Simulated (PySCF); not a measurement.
## Orbital energies and ionisation energy

Species: C5H10OSi.
Structure used (PBE0-D3(BJ)/def2-SVP), in Å, numbered top down from 1:
```xyz
17
C5H10OSi angstrom
C      3.7582   -0.3688    1.5138
C      2.8405   -0.1708    0.5550
C      1.4075   -0.1774    0.7602
C      0.5302    0.0291   -0.2368
O     -0.8003    0.0240   -0.0460
Si    -1.9872    0.2790   -1.2151
C     -3.6205    0.1611   -0.3367
H      3.4631   -0.5551    2.5509
H      4.8275   -0.3507    1.2926
H      3.1827    0.0130   -0.4715
H      1.0162   -0.3573    1.7667
H      0.8825    0.2136   -1.2628
H     -1.7789    1.6246   -1.8340
H     -1.8492   -0.7586   -2.2835
H     -3.7440   -0.8321    0.1203
H     -3.6878    0.9194    0.4578
H     -4.4501    0.3238   -1.0421
```

Level: wB97X-D/def2-SVPD (PySCF). Frontier orbitals with their largest atomic shares (Löwdin; up to four atoms above 4 %):

| orbital | ε (eV) | main atoms |
| --- | --- | --- |
| HOMO−3 | -11.47 | Si6 27 %, H13 18 %, H14 17 %, C3 8 % |
| HOMO−2 | -11.06 | O5 32 %, C7 18 %, Si6 18 %, C4 6 % |
| HOMO−1 | -10.62 | C2 26 %, C1 18 %, C3 15 %, O5 14 % |
| HOMO | -7.78 | ? |
| LUMO | 1.28 | C1 24 %, C4 23 %, C2 17 %, C3 12 % |
| LUMO+1 | 2.03 | Si6 31 %, C7 18 %, H13 10 %, H14 10 % |
| LUMO+2 | 2.23 | Si6 41 %, C4 11 %, H14 9 %, H13 9 % |

Task: What vertical ionisation energy does ΔSCF give, and how far is −ε(HOMO) from it?

Result: ΔSCF: 7.91 eV (763 kJ/mol; threshold wavelength 157 nm); ⟨S²⟩ of the doublet left behind is 0.777, against 0.75 for a pure doublet. −ε(HOMO) is 7.78 eV, 0.13 eV below it. For the exact functional −ε(HOMO) would equal the first vertical ionisation energy; wB97X-D (range-separated hybrid) comes within 0.13 eV of that here.

Task: On which atoms does the HOMO lie?

Result: C1 (terminal =CH2 carbon) 22 %, C3 (alkene CH carbon) 20 %, C4 (vinylic carbon bearing oxygen) 19 %, C2 (alkene CH carbon) 15 %, so no atom holds as much as 40 %. The HOMO−1 lies 2.84 eV lower.

Task: What total energies stand behind the ΔSCF value?

Result: E(N) = -560.89305 Eh and E(N − 1) = -560.60235 Eh at the same geometry, 0.29070 Eh apart.

Task: Shift the occupied levels rigidly so that −ε(HOMO) equals the ΔSCF value. What binding energies result?

Result: The shift is +0.13 eV: HOMO 7.91, HOMO−1 10.75, HOMO−2 11.19, HOMO−3 11.60 eV. A rigid shift is only a rough guide to the deeper ionisations.

Isolated species at its PBE0-D3(BJ)/def2-SVP geometry (one conformer only).

wB97X-D is run here without its empirical dispersion term; that term would change no orbital, density or response property at a fixed geometry.
